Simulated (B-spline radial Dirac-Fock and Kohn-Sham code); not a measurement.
How the binding energies of Dy²²⁺ add up

System: Dy²²⁺ in the configuration [Kr] 4d8; nuclear rms radius 5.2218 fm (A = 164).

Input of the calculation (task.json; shells as n, l, electrons):

```json
{"items": [{
  "Z": 66,
  "q": 22,
  "cfg": [[1, 0, 2], [2, 0, 2], [2, 1, 6], [3, 0, 2], [3, 1, 6], [3, 2, 10], [4, 0, 2], [4, 1, 6], [4, 2, 8]],
  "A": 164,
  "rrms": 5.2218,
  "do": ["binding"]
}]}
```

Launch: `python xray_run.py task.json out`

The computed values come from a B-spline atomic structure program: Dirac-Fock energy differences between relaxed states, corrected for Breit and QED terms. Correlation energy is missing from these numbers. Energies are counted from the vacuum level. Subshells whose hole state is unreliable or did not converge are left out.

All terms are in eV, carry their sign (relaxation lowers the binding energy) and add up to the binding energy; ⟨r⟩ is the mean radius of the orbital in the initial state.

| subshell | −ε (Koopmans) | relaxation | Gaunt | retardation | QED | binding energy | ⟨r⟩ (bohr) |
| --- | --- | --- | --- | --- | --- | --- | --- |
| 1s | 54750.1 | -63.31 | -172.66 | 15.21 | -81.54 | 54447.8 | 0.021 |
| 2s | 9776.7 | -29.49 | -18.11 | 1.25 | -11.25 | 9719.1 | 0.089 |
| 2p1/2 | 9307.6 | -33.65 | -31.34 | 3.46 | 0.35 | 9246.5 | 0.074 |
| 2p3/2 | 8505.8 | -31.34 | -22.10 | 4.45 | -0.86 | 8456.0 | 0.081 |
| 3s | 2728.2 | -9.36 | -3.18 | 0.19 | -2.53 | 2713.3 | 0.233 |
| 3p1/2 | 2524.1 | -10.11 | -5.65 | 0.57 | 0.04 | 2509.0 | 0.223 |
| 3p3/2 | 2353.3 | -9.27 | -3.80 | 0.81 | -0.20 | 2340.9 | 0.235 |
| 4s | 1026.3 | -1.61 | -0.81 | 0.06 | -0.67 | 1023.3 | 0.504 |
| 4p1/2 | 940.2 | -1.64 | -1.40 | 0.15 | 0.01 | 937.3 | 0.508 |
| 4p3/2 | 895.6 | -1.46 | -0.92 | 0.22 | -0.05 | 893.4 | 0.530 |
| 4d | 749.9 | -1.45 | -0.36 | 0.06 | 0.04 | 748.2 | 0.542 |

For the deepest level, K (1s), the Breit terms make up -0.289 % of the binding energy, QED -0.150 % and orbital relaxation -0.116 %.

Spin-orbit splittings: 2p 790.5 eV, 3p 168.1 eV, 4p 43.88 eV.

Going to the tabulated ground configuration of the next ion removes an electron from N4,5 (4d), computed at 748.2 eV. NIST lists 743 ± 4 eV as the ionisation energy of this species (theoretical), -5.22 eV from the computed value. Where a p, d or f shell is open in either ion the computed value averages over both j values and all terms, while the table refers to the lowest levels; that difference holds spin-orbit splitting (largest in heavy or highly charged ions), term energies where several electrons share open shells, and correlation, and it can reach 10 % or more.
